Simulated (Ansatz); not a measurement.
```yaml
crystal:
  periodic: [false, false, false]
  atoms:
    - {symbol: Zn, position_ang: [1.734694, 1.010143, 0.812113]}
    - {symbol: Zn, position_ang: [-1.989334, -0.677268, -0.126827]}
    - {symbol: Te, position_ang: [0.312126, -0.412271, -0.733033]}
basis:
  gaussian: {orbitals: def2-TZVP}
hamiltonian: {xc: {name: HF}, dispersion: d4}
scf: {omitted_lower_state_checks: [starts]}
output: {forces: true}
```

```sh
$ ansatz run in.yaml --threads 4 --pin off --events-out ev --progress --plain --max-ram 3916MiB
```

Shortened log:

```
Functional definition: HF
1298 factors; integrals over basis functions are off by at most 5.2e-4 eV
mean field evaluation 1: about -104017.0290 eV, gradient 1.3e1 eV
mean field evaluation 2: about -104017.2822 eV, gradient 1.3e1 eV
mean field evaluation 4: about -104017.9137 eV, gradient 2.2e0 eV
mean field evaluation 8: about -104017.9333 eV, gradient 2.1e-1 eV
mean field evaluation 16: about -104017.9337 eV, gradient 4.6e-5 eV
mean field -104017.93365820 eV, -3822.5885560510 hartree, gradient 4.6e-5 eV, S^2 0.000000; 0 other end points of the search recorded, 0 dependent functions left out
reference -104017.93365820 eV, -3822.5885560510 hartree; 42, 42 occupied and 104, 104 virtual orbitals, 1298 factors
Total energy: -104018.25374127 eV, -3822.6003188870 hartree
Atom 0 at     1.734694     1.010143     0.812113 Å, force     0.767739     0.623087     0.613371 eV/Å
Atom 1 at    -1.989334    -0.677268    -0.126827 Å, force    -1.720028    -0.287410     0.316748 eV/Å
Atom 2 at     0.312126    -0.412271    -0.733033 Å, force     0.952288    -0.335677    -0.930119 eV/Å
Dipole moment:    -0.485610     0.163733     0.462953 e Å
Checks for a lower state left out: starts
```

It took 1.6 s on 4 threads of Arm Neoverse V2 on a shared host.

In the def2 sets Te takes a core potential; there is no spin–orbit coupling. A triplet lies near this restricted singlet, and broken spin symmetry wasn't tried.
